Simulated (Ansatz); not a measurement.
The cluster Ti3⁺, relaxed as a sextet with UKS PBE-D4/def2-TZVP in Ansatz, starting from the PBE-D4/def2-TZVP geometry of the charge +1 doublet. Force threshold 0.02 eV/Å.

The order of the spin states hangs on the level: the doublet lies 0.07 eV below the sextet at PBE0-D4/def2-TZVP, but 0.43 eV above it at PBE-D4/def2-TZVP. The structure comes from a short search, and lower isomers may exist.

Start:

```xyz
3

Ti    0.879   -1.111   -0.391
Ti   -0.864   -0.259    0.734
Ti   -0.015    1.370   -0.343
```

**Question.** Estimate the energy that the relaxation releases and the steps that it takes.

**Answer.** 6.2 kcal/mol, in 5 steps; 19 s on 4 threads of Intel Xeon on a shared host. No frequencies were taken in this run, so the end may be a saddle point.

**Question.** Does the start keep its bonding and symmetry?

**Answer.** By distances, no bond broke or formed. The bond that changes most is Ti1–Ti3, from 2.64 to 2.33 Å (atoms count from 1). Point group Cs at the start, D3h at the end, both within 0.05 Å.

**Question.** Predict the relaxed structure.

**Answer.** 
```tsv
atom	x (Å)	y (Å)	z (Å)
Ti1	0.865	-0.935	-0.425
Ti2	-0.984	-0.332	0.846
Ti3	0.119	1.268	-0.420
```
Bond lengths (bridged metal pairs left out): 3 × Ti–Ti 2.32 to 2.33 Å.
